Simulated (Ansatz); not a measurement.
Gas-phase electronic energies from Ansatz, PBE0-D4/def2-TZVP geometries. CCSD(T)/CBS is the MP2 limit (def2-TZVPP, def2-QZVPP) plus CCSD(T) − MP2 in def2-TZVPP, frozen cores. This one scheme is used for every species. DFT in def2-TZVPP.

`F[SiH](F)[AlH2]` → `[F][AlH2]` + `F[SiH]`  (silylene formation by 1,1-elimination)

`F[SiH](F)[AlH2]`:

Z-matrix (Å, degrees):
```
Si
F 1 1.601
Al 1 2.481 2 109.3
F 1 1.601 2 106.6 3 118.0
H 1 1.487 2 105.9 3 -129.4
H 3 1.587 1 119.9 2 -122.3
H 3 1.585 1 119.5 2 57.7
```

`[F][AlH2]`:

```xyz
4

F    -0.897    0.520   -1.212
Al    0.031   -0.018    0.042
H     0.658   -1.457   -0.099
H     0.209    0.955    1.268
```

`F[SiH]`:

Cartesian coordinates in Å:
```
F 1.057 0.646 -0.075
Si -0.098 -0.348 -0.601
H -0.959 -0.297 0.676
```

CCSD(T)/CBS gives +146.5 kJ/mol.

Another level gave +154.8 kJ/mol. Which?
A. CCSD/def2-TZVPP
B. BLYP-D4/def2-TZVPP
C. BHLYP-D4/def2-TZVPP
D. r2SCANh/def2-TZVPP

C. BHLYP-D4 154.8, r2SCANh 166.7, CCSD/def2-TZVPP 140.0, BLYP-D4 128.2 kJ/mol.

What do rigid-rotor, harmonic-oscillator terms from PBE0-D4/def2-TZVP frequencies (298.15 K, 1 bar) make of the CCSD(T)/CBS value? (An estimate is asked.)

The calculation gave: ΔZPE = -11.0 kJ/mol, ΔH = +137.3 kJ/mol, ΔS = 137 J/(mol·K), ΔG = +96.3 kJ/mol. Modes under 50 cm⁻¹ make the entropy rough.

Largest T1 diagnostic among the species: 0.015.

At CCSD(T), def2-SVP lies −31.2 kJ/mol from the extrapolated value and def2-TZVPP −5.0 kJ/mol. Leaving LDA and LC-ωPBE aside and taking each functional with its dispersion term where it has one, the values, not all of them listed here, spread over 42.7 kJ/mol, from BLYP-D4 to r2SCAN0-D4. LDA lies +29.6 kJ/mol from PBE without D4. The D4 term adds +9.9 kJ/mol with B3LYP and +5.3 kJ/mol with PBE0; it sums over pairs of atoms, weighted by their polarisabilities, and B3LYP, whose exchange is more repulsive, gets the larger term.

B3LYP here is the variant with VWN-RPA as its local correlation; programs differ in this.
